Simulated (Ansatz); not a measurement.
Species: C3H6NO, charge 0, multiplicity 2. It need not be the lowest isomer of its formula. SMILES: CN(C)[C]=O
Coordinates optimised at B3LYP-D3(BJ)/def2-TZVP (Ansatz, a first-principles code):
```xyz
11

C     -1.2689    -0.5565    -0.5033
N     -0.1775     0.0404     0.2636
C     -0.4578     0.4402     1.6292
C      1.0338     0.2140    -0.2660
O      1.4520    -0.0476    -1.3571
H     -2.1031     0.1449    -0.5831
H     -0.9050    -0.8000    -1.4977
H     -1.6227    -1.4666    -0.0127
H      0.4435     0.8634     2.0655
H     -0.7742    -0.4204     2.2251
H     -1.2540     1.1893     1.6552
```
Charge 0, spin multiplicity 2.

Parts of the frozen-core correlation energy in cc-pVTZ (Ansatz, hartree). Frozen orbitals: 5; correlated occupied orbitals by spin: 15 and 14; virtual: 214 and 215. Open shells are spin-unrestricted. No spin-orbit coupling. No relativistic terms.

```csv
term,value
reference (HF),-246.45702
MP2 opposite-spin,-0.69502
MP2 same-spin,-0.22554
CCSD correlation,-0.95012
(T),-0.04157
T1 diagnostic,0.017
largest doubles amplitude,0.030
<S^2> of the reference,0.762
```
